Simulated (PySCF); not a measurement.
Computed shifts of a molecule C₃H₆OSi, PySCF with PBE0/pcSseg-1, GIAO, gas phase, atoms alike by connectivity averaged where their shifts nearly agree, in ppm (number of nuclei): ²⁹Si: -59.9 (1). ¹³C: 165.0 (1), 118.5 (1), 88.7 (1). ¹H: 7.07 (1), 6.28 (1), 5.94 (1), 4.26 (3). References: ²⁹Si against TMS (σ = 352.7 ppm); ¹³C against TMS (σ = 186.3 ppm); ¹⁷O against H2O (σ = 334.2 ppm); ¹H against TMS (σ = 31.56 ppm), references at their B3LYP-D3(BJ)/def2-TZVP geometries, non-relativistic. Geometry: B3LYP-D3(BJ)/def2-SVP. The values are those of a single conformer.

Q: Which molecule gave these data?
A) [SiH3][C@@H]1C=CO1
B) CC1=C[SiH2]O1
C) O=C1C[SiH2]C1
D) [SiH3]C1=CCO1

A: A, [SiH3][C@@H]1C=CO1
